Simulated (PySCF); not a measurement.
How the method changes the constants of ZnTe

State: ¹Σ⁺ (singlet), closed shell. Set-up: PySCF, scalar-relativistic core potentials, basis sets Zn def2-SVP, Te def2-SVP with ECP28. De refers to Zn + Te in their high-spin ground configurations, without counterpoise correction. A positive dipole means Zn(−)Te(+).

```tsv
Level	Re (Å)	ωe (cm⁻¹)	De (eV)	μ (D)
RHF	2.428	234	-0.448	-6.83
RHF-MP2	2.373	279	0.72	n/a
RHF-SCS-MP2	2.391	265	0.54	n/a
RHF-CCSD	2.412	249	0.371	n/a
RHF-CCSD(T)	2.407	254	0.492	n/a
PBE	2.374	265	1.12	-4.73
r²SCAN	2.344	281	1.13	-5.17
PBE0	2.366	269	0.96	-5.36
B97-3	2.395	255	0.77	-5.30
MN15	2.373	261	0.71	-4.85
BHandHLYP	2.390	253	0.54	-5.58
```

The bond length runs from 2.344 Å (r²SCAN) to 2.428 Å (RHF). De spans -0.45 eV (RHF, mean field) to 1.13 eV (r²SCAN, meta-GGA). Correlation at CCSD(T) changes the Hartree–Fock bond energy by +0.94 eV; the triples alone change it by +0.12 eV.

Correlated steps freeze 9 core orbitals. Correlated levels converge slowly with the basis: in double zeta they bind strong bonds too weakly, by up to about 1 eV, and carry superposition errors of some tenths. Spin–orbit coupling is left out, which matters for elements this heavy, above all for dissociation energies. Where the molecule has an RHF reference, its open-shell atoms are computed with UHF. A negative De means that the minimum lies above the separated atoms at that level.

The whole job (state search and all levels along the bond) took about 2.6 min on 1 thread of Arm Neoverse V2 (shared host), peak memory 0.76 GiB.
